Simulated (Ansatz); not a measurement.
Basis sets compared for Cu12Pd⁺. Charge 1, multiplicity 2. Geometry PBE-D4/def2-SVP. Ansatz on 2 threads of AMD EPYC 7R13 on a shared host and a share (18 GiB) of an NVIDIA H100 80GB HBM3; times are rough, and most runs start from earlier orbitals.

Cartesian coordinates in Å:
```
Pd 1.488 -0.157 1.469
Cu -0.995 0.253 1.957
Cu -3.487 0.464 -1.372
Cu 1.863 -2.457 0.490
Cu -2.724 -0.794 0.533
Cu 1.139 -0.667 -1.020
Cu 2.325 1.382 -0.456
Cu -1.266 -0.537 -1.424
Cu 0.096 1.464 -1.540
Cu 3.456 -0.698 -0.026
Cu 0.348 2.006 0.835
Cu -0.441 -1.655 0.572
Cu -1.803 1.398 -0.016
```

In the def2 sets Pd takes a core potential; there is no spin–orbit coupling. Single mean-field runs in def2-SVP, def2-TZVP are fitted with def2-universal-jkfit. Another isomer (doublet) lies 0.58 eV lower at PBE0-D4/def2-TZVP; other spin states weren't run for this one.

```json
{"level": "PBE-D4/def2-SVP", "functions": "403", "energy (Eh)": "-19808.7620", "HOMO (eV)": "-7.62", "LUMO (eV)": "-7.43", "wall time": "22 s"}
{"level": "PBE0-D4/def2-SVP", "functions": "403", "energy (Eh)": "-19808.6620", "HOMO (eV)": "-7.95", "LUMO (eV)": "-6.61", "wall time": "17 s"}
```

Question: Estimate the rows for PBE-D4/def2-TZVP (with forces), PBE0-D4/def2-TZVP.

Answer: 
```
                         level  functions  energy (Eh)  HOMO (eV)  LUMO (eV)  wall time
PBE-D4/def2-TZVP (with forces)        580  -19811.7245      -7.94      -7.75       16 s
             PBE0-D4/def2-TZVP        580  -19811.5286      -8.26      -6.89       19 s
```
